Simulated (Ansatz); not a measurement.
Calculated with Ansatz (gas phase, PBE0-D4/def2-TZVP geometries, no zero-point term in ΔE). CCSD(T)/CBS adds triple-zeta CCSD(T) − MP2 to the extrapolated MP2 energy (def2 sets, frozen cores). This one scheme is used for every species. DFT in def2-TZVPP. B3LYP here is the variant with VWN-RPA as its local correlation; programs differ in this. One conformer a species, not always the lowest.

Reaction (cleavage of the Si–B bond): `NB(O)[SiH2]F` + `N[SiH](F)F` → `F[SiH2]N[SiH](F)F` + `NBO`

(1) Is it downhill or uphill in electronic energy at CCSD(T)/CBS, and by how much? (Estimate.)

(2) What do these levels give: r2SCAN-D4, PBE0-D4, B3LYP-D4, ωB97M-V, PBE, r2SCAN, B3LYP, MP2/def2-TZVPP, SCS-MP2/def2-TZVPP, HF/def2-QZVPP, HF/CBS(def2), CCSD/CBS(def2)? (Best estimate.)

Largest T1 diagnostic among the species: 0.013.

Answers

(1) The calculation gave: Downhill: ΔE = -102.4 kJ/mol.

(2) The calculation gave: r2SCAN-D4 -95.8, PBE0-D4 -89.9, B3LYP-D4 -97.6, ωB97M-V -102.2, PBE -81.9, r2SCAN -95.6, B3LYP -96.4, MP2/def2-TZVPP -109.1, SCS-MP2/def2-TZVPP -109.1, HF/def2-QZVPP -117.2, HF/CBS(def2) -117.4, CCSD/CBS(def2) -103.9 kJ/mol.

In def2-TZVPP, CCSD(T) changes the Hartree–Fock value by +12.7 kJ/mol (the triples alone add +1.5 kJ/mol) and MP2 by +6.3 kJ/mol. From PBE to PBE0 (25 % exact exchange), in def2-TZVPP and without D4, ΔE moves by −7.3 kJ/mol.
